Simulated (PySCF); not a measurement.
Geometry:
```json
{"atom": "C1", "x (Å)": "3.985", "y (Å)": "-0.710", "z (Å)": "0.607"}
{"atom": "C2", "x (Å)": "2.747", "y (Å)": "-0.423", "z (Å)": "-0.229"}
{"atom": "C3", "x (Å)": "1.841", "y (Å)": "0.656", "z (Å)": "0.359"}
{"atom": "Si4", "x (Å)": "0.333", "y (Å)": "1.054", "z (Å)": "-0.691"}
{"atom": "N5", "x (Å)": "-0.728", "y (Å)": "2.170", "z (Å)": "0.116"}
{"atom": "Si6", "x (Å)": "-2.383", "y (Å)": "2.047", "z (Å)": "0.612"}
{"atom": "N7", "x (Å)": "-3.007", "y (Å)": "0.540", "z (Å)": "0.027"}
{"atom": "Si8", "x (Å)": "-2.267", "y (Å)": "-0.774", "z (Å)": "-0.836"}
{"atom": "C9", "x (Å)": "-2.484", "y (Å)": "-2.392", "z (Å)": "0.082"}
{"atom": "N10", "x (Å)": "-0.582", "y (Å)": "-0.389", "z (Å)": "-1.004"}
{"atom": "H11", "x (Å)": "4.611", "y (Å)": "-1.495", "z (Å)": "0.155"}
{"atom": "H12", "x (Å)": "3.710", "y (Å)": "-1.042", "z (Å)": "1.621"}
{"atom": "H13", "x (Å)": "4.608", "y (Å)": "0.193", "z (Å)": "0.716"}
{"atom": "H14", "x (Å)": "2.168", "y (Å)": "-1.357", "z (Å)": "-0.346"}
{"atom": "H15", "x (Å)": "3.057", "y (Å)": "-0.133", "z (Å)": "-1.250"}
{"atom": "H16", "x (Å)": "2.414", "y (Å)": "1.590", "z (Å)": "0.506"}
{"atom": "H17", "x (Å)": "1.483", "y (Å)": "0.355", "z (Å)": "1.360"}
{"atom": "H18", "x (Å)": "0.844", "y (Å)": "1.657", "z (Å)": "-1.970"}
{"atom": "H19", "x (Å)": "-0.293", "y (Å)": "3.062", "z (Å)": "0.342"}
{"atom": "H20", "x (Å)": "-2.508", "y (Å)": "2.137", "z (Å)": "2.106"}
{"atom": "H21", "x (Å)": "-3.183", "y (Å)": "3.200", "z (Å)": "0.077"}
{"atom": "H22", "x (Å)": "-4.002", "y (Å)": "0.412", "z (Å)": "0.199"}
{"atom": "H23", "x (Å)": "-2.923", "y (Å)": "-0.943", "z (Å)": "-2.178"}
{"atom": "H24", "x (Å)": "-2.013", "y (Å)": "-3.227", "z (Å)": "-0.461"}
{"atom": "H25", "x (Å)": "-2.030", "y (Å)": "-2.328", "z (Å)": "1.083"}
{"atom": "H26", "x (Å)": "-3.552", "y (Å)": "-2.641", "z (Å)": "0.201"}
{"atom": "H27", "x (Å)": "-0.039", "y (Å)": "-1.123", "z (Å)": "-1.453"}
```

Geometry: PBE0-D3(BJ)/def2-SVP; GIAO absolute shieldings from PySCF 2.14.0 with density-fitted response routines, gas phase, non-relativistic, averaged over equivalent atoms.

At CAM-B3LYP/pcSseg-1 (276 basis functions, 5.5 min wall time on 1 thread of an Intel Xeon, shared host):
```csv
atoms,σ (ppm)
C3,154.5
C1,162.2
C2,164.4
C9,174.7
Si4,360.6
Si8,361.8
Si6,381.0
N10,238.9
N7,245.6
N5,247.1
H20,26.01
H21,26.06
H23,26.07
H18,26.19
H15,30.15
H11/H12/H13,30.24
H14,30.29
H17,30.84
H16,31.06
H24/H25/H26,31.16
H27,31.89
H19,32.23
H22,32.28
```

Question: What do these become at PBE0/pcSseg-1?

Answer: 
| atoms | σ at PBE0/pcSseg-1 | change |
| --- | --- | --- |
| C3 | 157.2 | +2.7 |
| C1 | 164.1 | +1.9 |
| C2 | 166.3 | +1.9 |
| C9 | 177.0 | +2.3 |
| Si4 | 367.8 | +7.2 |
| Si8 | 368.4 | +6.6 |
| Si6 | 386.5 | +5.5 |
| N10 | 240.0 | +1.1 |
| N7 | 247.0 | +1.4 |
| N5 | 248.4 | +1.3 |
| H20 | 25.77 | -0.24 |
| H21 | 25.83 | -0.23 |
| H23 | 25.81 | -0.26 |
| H18 | 25.94 | -0.25 |
| H15 | 30.07 | -0.08 |
| H11/H12/H13 | 30.20 | -0.04 |
| H14 | 30.22 | -0.07 |
| H17 | 30.75 | -0.09 |
| H16 | 30.96 | -0.10 |
| H24/H25/H26 | 31.09 | -0.07 |
| H27 | 31.79 | -0.10 |
| H19 | 32.15 | -0.08 |
| H22 | 32.20 | -0.08 |

The largest change is at Si4 (silicon bonded to C, 2 N, H, in a 6-membered ring). Cost: 276 basis functions, 3.9 min wall time on 1 thread of an Intel Xeon, shared host. The order of the carbon signals is the same at both levels.
